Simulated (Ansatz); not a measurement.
Born–Oppenheimer molecular dynamics of C2H10AlNSi (15 atoms, charge 0, multiplicity 1). It starts at the highest image of a converged band. Of that band: The profile has 3 maxima (images 2, 5, 7) with wells between them (images 3, 6): this band takes more than one step, which may be the mechanism or a detour left from its start path. Neighbouring images differ by up to 3.1 eV, so the band resolves the path poorly. A vibrational analysis at the climbing image gives one clearly imaginary mode, 1436i cm⁻¹: a first-order saddle point.

These are results of Ansatz 0.2.0, RKS B3LYP/def2-SVP, not measurements.

- ensemble: NVE (velocity Verlet)
- time step: 0.5 fs
- steps asked: 200
- starting velocities drawn for: 300 K
- seed: 7046

First frame:

```xyz
15
Properties=species:S:1:pos:R:3
C -2.134 -1.272 -1.996
Al -0.415 -1.229 -1.056
N -0.204 -0.210 0.448
Si 1.340 0.153 1.639
C 1.601 2.033 1.493
H -2.877 -0.559 -1.602
H -1.998 -1.055 -3.071
H -2.579 -2.282 -1.940
H 0.825 -2.120 -1.467
H -0.962 0.438 0.680
H -0.032 -0.712 1.682
H 2.423 -0.492 0.818
H 1.664 2.337 0.434
H 0.786 2.597 1.975
H 2.542 2.322 1.992
```

(1) How far do the bonds stretch over the last three quarters of this one trajectory? (Pairs bonded in most of those frames.)

Answers

(1) 
```csv
bond,mean (Å),spread (Å),shortest,longest
C1–Al2,1.952,0.017,1.92,1.98
C1–H6,1.105,0.012,1.08,1.13
C1–H7,1.110,0.028,1.06,1.16
C1–H8,1.105,0.019,1.07,1.14
Al2–N3,1.818,0.051,1.75,1.93
Al2–H9,1.586,0.007,1.57,1.60
N3–Si4,1.764,0.061,1.64,1.86
N3–H10,1.027,0.019,0.99,1.06
Si4–C5,1.897,0.030,1.84,1.95
Si4–H11,1.627,0.187,1.30,1.96
Si4–H12,1.530,0.037,1.44,1.61
C5–H13,1.111,0.012,1.09,1.14
C5–H14,1.112,0.021,1.06,1.17
C5–H15,1.110,0.015,1.08,1.14
```

Mean temperature of the second half: 1096 K. The conserved energy stayed within 0.32 meV per atom of its start (net change -0.16 meV per atom), so the integration is sound. The kinetic energy rose, since the run started high on the potential surface and went downhill. A run of 0.1 ps of so small a system gives no equilibrium averages. The orbitals stay closed-shell, which can raise the energy where a bond breaks towards radicals; this wasn't checked here.

The run took 9.4 min on 2 threads of Intel(R) Xeon(R) Platinum 8488C (Sapphire Rapids) (shared host), peak memory 0.32 GiB.
